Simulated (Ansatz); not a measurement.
This geometry of GaH₂Te (4 atoms, charge 0, multiplicity 2) is a first-order saddle point.

These are results of UKS revPBE/def2-SVP in Ansatz, not measurements.

```xyz
4
Properties=species:S:1:pos:R:3
Ga -0.284 -1.209 0.087
Te 0.719 0.911 -1.195
H 0.170 -1.429 1.650
H -0.606 1.727 -0.542
```

Task: Which two structures does it join? (They come from a converged band through this point; their orientation in space is the band's.)

Result: No bond is made or broken. The dihedral H3–Ga1–Te2–H4 goes from 180 to 0°.

First end point:

```xyz
4
Properties=species:S:1:pos:R:3
Ga -0.500 -0.804 0.629
Te 0.754 0.981 -0.776
H 0.429 -1.924 1.347
H -0.684 1.748 -1.200
```

Last end point:

```xyz
4
Properties=species:S:1:pos:R:3
Ga 0.772 -0.944 0.610
Te 0.784 1.172 -0.914
H -0.658 -1.498 1.141
H -0.898 1.271 -0.838
```

Task: How far does it lie above each of them?

Result: 5.8 kcal/mol above the first and 4.4 kcal/mol above the second. This is the barrier of this one path; another mechanism may lie lower.

The run took 89 s on 1 thread of Arm Neoverse V1, with other jobs on the host, peak memory 0.25 GiB.
